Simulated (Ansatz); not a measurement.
Reaction (ligand exchange at the In–C bond): `C=C[CH2][In]([F])[F]` + HI → `[F][In]([F])[I]` + `C=CC`

Program: Ansatz. Geometries: PBE0-D4/def2-TZVP. ΔE: electronic, gas phase. CCSD(T)/CBS adds triple-zeta CCSD(T) − MP2 to the extrapolated MP2 energy (def2 sets, frozen cores). Functionals use def2-TZVPP. def2 core potentials past Kr. For I, In outer-core shells are correlated without core-valence functions, which leaves a few kJ/mol of doubt a bond. Each species was taken in one conformer, which may not be the lowest.

**Question.** Is it downhill or uphill in electronic energy at CCSD(T)/CBS, and by how much? (An estimate is asked.)

**Answer.** Computed: Downhill: ΔE = -139.7 kJ/mol.

**Question.** What do these levels give: revPBE, RPA@PBE/def2-TZVPP, MP2/def2-SVP, HF/def2-TZVPP, CCSD(T)/def2-TZVPP, CCSD/CBS(def2)? (Estimate.)

**Answer.** Computed: revPBE -140.7, RPA@PBE/def2-TZVPP -125.5, MP2/def2-SVP -151.3, HF/def2-TZVPP -173.5, CCSD(T)/def2-TZVPP -132.2, CCSD/CBS(def2) -143.3 kJ/mol.

Largest T1 diagnostic among the species: 0.015.

Leaving LDA and LC-ωPBE aside and taking each functional with its dispersion term where it has one, the values, not all of them listed here, spread over 19.4 kJ/mol, from BHLYP-D4 to BLYP-D4. LDA lies +12.5 kJ/mol from PBE without D4. From r2SCAN to r2SCAN0 (25 % exact exchange), in def2-TZVPP and without D4, ΔE moves by −5.5 kJ/mol. In def2-TZVPP, CCSD(T) changes the Hartree–Fock value by +41.4 kJ/mol (the triples alone add +3.7 kJ/mol) and MP2 by +38.3 kJ/mol.
